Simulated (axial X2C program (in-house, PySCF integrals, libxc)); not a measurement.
# Ω levels of FeCl⁺ from open-shell CI on d6 s0 p(π)0

Calculated with an axial X2C code built on PySCF integrals: two-component X2C with atomic mean-field Coulomb and Gaunt terms, basis Fe dyall-v3z, Cl dyall-v3z (cores contracted in-house). Orbitals come from Hartree–Fock averaged over the configuration Fe d6 s0 p(π)0; CI then distributes these electrons over the d, s, p(π) shells of Fe. The speed of light was multiplied by 100, so these are model numbers.

R = 2.141 Å (near the minimum of the configuration average).

Lowest levels of this model:

```json
{"Ω": "4", "energy (cm⁻¹)": "0", "g∥": "12.01", "configuration": "100% d6"}
{"Ω": "3", "energy (cm⁻¹)": "0", "g∥": "8.00", "configuration": "100% d6"}
{"Ω": "2", "energy (cm⁻¹)": "0", "g∥": "4.00", "configuration": "100% d6"}
{"Ω": "1", "energy (cm⁻¹)": "0", "g∥": "0.00", "configuration": "100% d6"}
{"Ω": "0", "energy (cm⁻¹)": "0", "g∥": "0.12", "configuration": "100% d6"}
{"Ω": "0", "energy (cm⁻¹)": "0", "g∥": "0.12", "configuration": "100% d6"}
{"Ω": "3", "energy (cm⁻¹)": "2404", "g∥": "10.01", "configuration": "100% d6"}
{"Ω": "2", "energy (cm⁻¹)": "2404", "g∥": "6.00", "configuration": "100% d6"}
{"Ω": "1", "energy (cm⁻¹)": "2404", "g∥": "2.00", "configuration": "100% d6"}
{"Ω": "0", "energy (cm⁻¹)": "2404", "g∥": "0.00", "configuration": "100% d6"}
{"Ω": "0", "energy (cm⁻¹)": "2404", "g∥": "0.00", "configuration": "100% d6"}
{"Ω": "1", "energy (cm⁻¹)": "2404", "g∥": "6.01", "configuration": "100% d6"}
{"Ω": "2", "energy (cm⁻¹)": "3614", "g∥": "8.01", "configuration": "100% d6"}
{"Ω": "1", "energy (cm⁻¹)": "3614", "g∥": "4.00", "configuration": "100% d6"}
{"Ω": "0", "energy (cm⁻¹)": "3614", "g∥": "0.00", "configuration": "100% d6"}
{"Ω": "0", "energy (cm⁻¹)": "21705", "g∥": "0.00", "configuration": "100% d6"}
{"Ω": "2", "energy (cm⁻¹)": "21812", "g∥": "6.00", "configuration": "100% d6"}
{"Ω": "0", "energy (cm⁻¹)": "21812", "g∥": "0.00", "configuration": "100% d6"}
{"Ω": "0", "energy (cm⁻¹)": "21812", "g∥": "0.00", "configuration": "100% d6"}
{"Ω": "4", "energy (cm⁻¹)": "21981", "g∥": "10.00", "configuration": "100% d6"}
{"Ω": "3", "energy (cm⁻¹)": "21981", "g∥": "6.00", "configuration": "100% d6"}
{"Ω": "3", "energy (cm⁻¹)": "22005", "g∥": "8.00", "configuration": "100% d6"}
{"Ω": "5", "energy (cm⁻¹)": "22889", "g∥": "12.00", "configuration": "100% d6"}
{"Ω": "4", "energy (cm⁻¹)": "22889", "g∥": "8.00", "configuration": "100% d6"}
{"Ω": "6", "energy (cm⁻¹)": "23777", "g∥": "14.00", "configuration": "100% d6"}
{"Ω": "5", "energy (cm⁻¹)": "23777", "g∥": "10.00", "configuration": "100% d6"}
{"Ω": "4", "energy (cm⁻¹)": "23777", "g∥": "6.00", "configuration": "100% d6"}
```

g∥ is the magnitude of 2⟨Lz + ge Sz⟩ for the +Ω component.

**Question.** From Ω and g∥ of the lowest level, whose 2⟨Lz + ge Sz⟩ is positive, find ⟨Sz⟩ and ⟨Lz⟩ (ge = 2.0023).

**Answer.** Ω = ⟨Lz⟩ + ⟨Sz⟩ = 4 and ⟨Lz⟩ + ge⟨Sz⟩ = 6.005, so ⟨Sz⟩ = 2.00 and ⟨Lz⟩ = 2.00.

Occupations of the active spinors in the lowest level by ω, shell by shell in order of energy: -5/2: 0.00; -3/2: 1.00 0.00 0.00; -1/2: 1.00 0.00 0.00 0.00; 1/2: 0.00 1.00 0.00 0.00; 3/2: 1.00 1.00 0.00; 5/2: 1.00. The leading determinant has weight 1.00 among 419.

This point took 1.1 s on 1 thread of Arm Neoverse V2, on a shared host.

Dynamic correlation is missing, so gaps between terms are too wide and other configurations may lie lower; the lowest level listed is that of this model, not necessarily the ground state. For d shells the ligand-field splittings (σ, π, δ) and their order can be off by a thousand cm⁻¹ or more. At most 4 roots were kept for each Ω > 0 (twice that for Ω = 0) within 3.2 eV of the lowest, so higher up levels can be missing between those listed; levels with Ω > 0 are doubly degenerate and listed once, Ω = 0 levels singly. States that fill the shells left empty in the average are placed too high.
